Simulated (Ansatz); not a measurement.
System: AlCl, charge -1, multiplicity 2. 
Geometry from a B3LYP-D3(BJ)/def2-TZVP (Ansatz, a program for electronic structure) optimisation:
```
Al
Cl 1 2.3421
```
Charge -1, spin multiplicity 2.

Parts of the frozen-core correlation energy in cc-pV(D+d)Z (Ansatz, hartree). Frozen orbitals: 10; correlated occupied orbitals by spin: 6 and 5; virtual: 30 and 31. UHF or UKS for open shells. Spin-orbit coupling is left out. Non-relativistic.

| term | value |
|---|---|
| reference (HF) | -701.47254 |
| MP2 opposite-spin | (withheld) |
| MP2 same-spin | (withheld) |
| CCSD correlation | (withheld) |
| (T) | -0.00473 |
| CCSDT minus CCSD(T) | -0.00072 |
| T1 diagnostic | 0.016 |
| largest doubles amplitude | 0.104 |
| <S^2> of the reference | 0.774 |

What belongs in the gaps?


- MP2 opposite-spin, value: -0.13634
- MP2 same-spin, value: -0.04572
- CCSD correlation, value: -0.20934
